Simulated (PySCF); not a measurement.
A PySCF script (with the pyscf-properties extension) for the NMR shieldings of SMILES S(=O)(=O)(O)[C@@H]1CCN[SiH2]1, C3H9NO3SSi, on a PBE0-D3(BJ)/def2-SVP geometry:

```python
import basis_set_exchange as bse
import numpy as np
from pyscf import gto, dft
from pyscf.prop import nmr

atoms = """
O     1.310965    0.026785    1.630470
S     1.761955   -0.352922    0.307565
O     2.506873   -1.579339    0.073961
O     2.710113    0.868099   -0.215351
C     0.389098   -0.280998   -0.810986
C    -0.344186    1.068326   -0.771879
C    -1.384406    1.059602    0.347791
N    -2.003364   -0.256607    0.326127
Si   -0.967455   -1.518383   -0.242422
H     3.455729    0.457010   -0.678461
H     0.811997   -0.521518   -1.797168
H     0.359897    1.908793   -0.674099
H    -0.857540    1.181300   -1.739988
H    -0.893347    1.278889    1.313011
H    -2.130971    1.850818    0.163346
H    -2.775789   -0.395127    0.964993
H    -1.501174   -2.286982   -1.407619
H    -0.473050   -2.497560    0.768968
"""
names = dict.fromkeys(["O", "S", "C", "N", "Si", "H"], "pcSseg-1")
basis = {el: gto.basis.parse(bse.get_basis(n, elements=[el], fmt="nwchem")) for el, n in names.items()}
mol = gto.M(atom=atoms, basis=basis, charge=0, verbose=0)
mf = dft.RKS(mol, xc="PBE0")
mf.grids.level = 2
mf.grids.alignment = dft.numint.BLKSIZE   # the property module wants whole blocks of grid points
mf.conv_tol = 1e-9
mf.kernel()

calc = nmr.RKS(mf)   # GIAO
C = mf.mo_coeff
Co = C[:, mf.mo_occ > 0]
resp = mf.gen_response(singlet=True, hermi=2)
def vind(x):   # induced exchange potential for any number of trial vectors
    d = np.einsum("pi,xij,qj->xpq", C, 2 * x.reshape(-1, C.shape[1], Co.shape[1]), Co, optimize=True)
    return np.einsum("xpq,pi,qj->xij", resp(d - d.transpose(0, 2, 1)), C, Co, optimize=True).ravel()
mo1, _ = nmr.rhf.solve_mo1(calc, with_cphf=vind)
sigma = calc.kernel(mo1)
for i, s in enumerate(sigma):   # ppm
    w = np.linalg.eigvalsh((s + s.T) / 2)
    print("%2d %-2s iso %8.1f  s11 %8.1f  s22 %8.1f  s33 %8.1f" % (i, mol.atom_pure_symbol(i), w.mean(), *w))
```

Q: What does it print?

A: 
```
 0 O  iso     90.9  s11     60.7  s22     89.0  s33    123.1
 1 S  iso    154.1  s11     18.3  s22    147.9  s33    296.2
 2 O  iso     76.2  s11     33.5  s22     72.8  s33    122.2
 3 O  iso    123.2  s11     28.5  s22     57.8  s33    283.3
 4 C  iso    128.4  s11    106.5  s22    115.1  s33    163.6
 5 C  iso    153.6  s11    136.2  s22    159.0  s33    165.6
 6 C  iso    138.3  s11    115.2  s22    132.0  s33    167.6
 7 N  iso    242.8  s11    191.2  s22    227.8  s33    309.5
 8 Si iso    373.5  s11    337.6  s22    345.4  s33    437.3
 9 H  iso     27.0  s11     21.9  s22     22.5  s33     36.6
10 H  iso     28.5  s11     24.4  s22     27.9  s33     33.1
11 H  iso     28.8  s11     23.9  s22     28.2  s33     34.3
12 H  iso     29.3  s11     23.9  s22     27.0  s33     37.0
13 H  iso     27.6  s11     23.9  s22     26.0  s33     33.1
14 H  iso     28.2  s11     22.8  s22     26.5  s33     35.3
15 H  iso     31.3  s11     21.7  s22     27.8  s33     44.4
16 H  iso     26.3  s11     22.4  s22     23.8  s33     32.8
17 H  iso     26.1  s11     22.9  s22     24.6  s33     30.8
```

These numbers come from an equivalent density-fitted implementation of the same equations, which agrees with the script to about 0.01 ppm for H and up to a few tenths of a ppm for heavy atoms, so last digits may differ.

Size and cost of the density-fitted run: 212 basis functions, 85 s wall time on 1 thread of an Arm Neoverse N1, shared host; peak memory 1.1 GiB.
